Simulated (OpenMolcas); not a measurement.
Nb3+: ligand-field states by method

Nb3+ with 4 ligands (sulfide) in tetrahedral coordination (Td) at 2.37 Å. A charge of +1.25 e stands 2.6 Å behind each ligand. Ligand basis ANO-RCC-VDZP.
```
Nb    0.0000    0.0000    0.0000
S     1.3683    1.3683    1.3683
S     1.3683   -1.3683   -1.3683
S    -1.3683    1.3683   -1.3683
S    -1.3683   -1.3683    1.3683
```

```yaml
Program: OpenMolcas 26.06
Basis: ANO-RCC-VDZP [6s5p3d1f]
Scalar_Hamiltonian: DKH2, point nucleus
Active_space: 2 electrons in 5 orbitals (4d)
State_averaging: 2S+1 = 3 even, 10 roots; 2S+1 = 1 even, 15 roots
Spin-orbit_coupling: state interaction with AMFI integrals over the reference wave functions
```

I. CASSCF
II. SS-CASPT2, IPEA 0.25 Eh, imaginary shift 0.1 Eh (closed shells correlated: 4s 4p and the ligand valence shells)
III. SS-CASPT2, IPEA 0.25 Eh, imaginary shift 0.1 Eh (closed shells correlated: the ligand valence shells only)

Spin-free states (labels of Td) in cm-1, each column counted from its own energy of the first state listed:

| State | Degeneracy | I | II | III |
| --- | --- | --- | --- | --- |
| 3A2 | 1 | 0 | 0 | 0 |
| 3T2 | 3 | 3351 | 2240 | 2200 |
| 3T1 | 3 | 5969 | 4190 | 4030 |
| 1E | 2 | 8462 | 4890 | 5430 |
| 1T2 | 3 | 11121 | 5820 | 6280 |
| 3T1 | 3 | 12071 | 8170 | 8430 |
| 1A1 | 1 | 12957 | 8300 | 9200 |
| 1T1 | 3 | 13282 | 8850 | 9520 |
| 1E | 2 | 14997 | 9500 | 9890 |
| 1T2 | 3 | 16120 | 10270 | 10680 |
| 1A1 | 1 | 29120 | 18680 | 18390 |

From I to II, I's first state of the same spin (3T2) moves from 3351 to 2240 cm-1, by about -1100 cm-1.

From I to II, I's first state of another spin (1E) moves from 8462 to 4890 cm-1, by about -3600 cm-1.

χT at 300 K: I 0.69, II 0.57, III 0.56 cm3 K/mol.

Roots that are degenerate in the reference are averaged as groups; the widest CASPT2 spread within a group is 490 cm-1 (the 3-fold group of multiplicity 3 near 8170 cm-1 above the lowest state of its run, II). Shifts and gaps below about the spread of the groups concerned are not significant. Over all roots computed the reference weight is 0.67 to 0.69 in II, 0.69 to 0.72 in III; a low but even weight reflects the number of correlated electrons. The least metal-like active orbital is 73 % on the metal (Löwdin) and no ligand orbital is active, so the numbers are rough. The sulfide ions are held by bare point charges, a crude embedding. Ligand-to-metal charge-transfer states are missing. With no ligand orbital active B as a rule stays too high, so bands that hang on it stand too high and its fall with covalency is understated. Without dynamic correlation the repulsion within the d shell is too large (B by tens of per cent), so at a given field states of lower spin stand too high (holds for I). With metal d orbitals alone the field can be off either way by tens of per cent (holds for I). These CASPT2 states fit no ligand-field parameters well, so their order and spin gaps are uncertain (holds for II). With one d shell and no ligand orbital active, 10Dq can be off by a tenth or more (holds for II; III). No measured value stands beside these numbers; the geometry is a model, was not optimised and need not be the one that this ion takes.
